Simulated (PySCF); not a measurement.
C₆ coefficients of unlike pairs at PBE0

Calculated with PySCF 2.14 from the dipole response of each species, C₆(A,B) = (3/π) ∫ α_A(iu) α_B(iu) du, in atomic units, from isotropic polarisabilities. For ions this is the dispersion term alone; charge-induced terms of lower order in 1/R come first.

| species | configuration | basis | relativity | α (bohr³) | C₆ (like pair) |
| --- | --- | --- | --- | --- | --- |
| Pb+ | [Xe] 4f14 5d10 6s2 6p1 (2P) | aug-cc-pwCVTZ-PP with ECP60MDF (8s7p6d4f1g) | core potential | 27.63 | 238.8 |
| Cl- | [Ar] (1S) | aug-cc-pV(Q+d)Z with one added diffuse shell each of s, p, d, f, g type (8s7p6d4f3g) | none | 39.59 | 341.4 |
| O(2+) | [He] 2s2 2p2 (3P) | aug-cc-pCVTZ-DK (7s6p4d2f) | spin-free X2C | 1.740 | 2.320 |
| Mn+ | [Ar] 3d5 4s1 (7S) | aug-cc-pVTZ (8s7p5d3f2g) | none | 30.81 | 161.9 |

Task: Estimate C₆ for Mn+ with Cl-.

Result: The integral gives 233.1. The combination rule 2 C_A C_B / (C_A α_B/α_A + C_B α_A/α_B) gives 233.3 and the geometric mean 235.1.

No spin-orbit coupling is included.

The other pairs:

```
      pair     C₆
O(2+), Pb+  22.15
Mn+, O(2+)  16.18
  Cl-, Pb+  281.2
O(2+), Cl-  24.51
  Mn+, Pb+  190.0
```
